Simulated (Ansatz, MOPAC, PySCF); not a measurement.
Pair of molecules: CH4O (SMILES CO) (first 6 atoms) with C3H8 (SMILES CCC); geometry from B3LYP-D3(BJ)/def2-TZVP, rigid monomers moved along the line of their centres of mass till H6···C7 is 2.41 Å.
(charge 0, multiplicity 1):
```json
[
 {"atom": "C", "x (Å)": "0.4843", "y (Å)": "0.2433", "z (Å)": "-0.2798"},
 {"atom": "O", "x (Å)": "-0.5138", "y (Å)": "-0.5181", "z (Å)": "0.3832"},
 {"atom": "H", "x (Å)": "0.7516", "y (Å)": "1.1470", "z (Å)": "0.2786"},
 {"atom": "H", "x (Å)": "0.0681", "y (Å)": "0.5428", "z (Å)": "-1.2407"},
 {"atom": "H", "x (Å)": "1.3934", "y (Å)": "-0.3402", "z (Å)": "-0.4639"},
 {"atom": "H", "x (Å)": "-0.1745", "y (Å)": "-0.7962", "z (Å)": "1.2398"},
 {"atom": "C", "x (Å)": "-0.3032", "y (Å)": "-1.2829", "z (Å)": "3.5944"},
 {"atom": "C", "x (Å)": "-0.0244", "y (Å)": "0.0823", "z (Å)": "4.2179"},
 {"atom": "C", "x (Å)": "0.3361", "y (Å)": "1.1441", "z (Å)": "3.1821"},
 {"atom": "H", "x (Å)": "-0.5351", "y (Å)": "-2.0340", "z (Å)": "4.3515"},
 {"atom": "H", "x (Å)": "-1.1547", "y (Å)": "-1.2360", "z (Å)": "2.9104"},
 {"atom": "H", "x (Å)": "0.5663", "y (Å)": "-1.6445", "z (Å)": "3.0362"},
 {"atom": "H", "x (Å)": "0.7879", "y (Å)": "-0.0090", "z (Å)": "4.9447"},
 {"atom": "H", "x (Å)": "-0.9033", "y (Å)": "0.4074", "z (Å)": "4.7816"},
 {"atom": "H", "x (Å)": "0.5175", "y (Å)": "2.1138", "z (Å)": "3.6488"},
 {"atom": "H", "x (Å)": "1.2431", "y (Å)": "0.8669", "z (Å)": "2.6375"},
 {"atom": "H", "x (Å)": "-0.4656", "y (Å)": "1.2691", "z (Å)": "2.4506"}
]
```

Monomers are frozen at their geometry in the pair; levels with a basis set take the counterpoise correction.

Cores are frozen in the correlated methods. The state reached by PM7 isn't checked; PM7 holds dispersion and hydrogen-bond terms.

Run with Ansatz (Gaussian basis) for Hartree–Fock, density functionals and correlated methods; MOPAC for PM7 (differences of heats of formation); PySCF for the dispersion terms. Values without a source in brackets are computed.

Estimate the interaction energy that PM7 returns for this input.

-1.4 kcal/mol

Ansatz is a quantum-chemistry and plane-wave program.
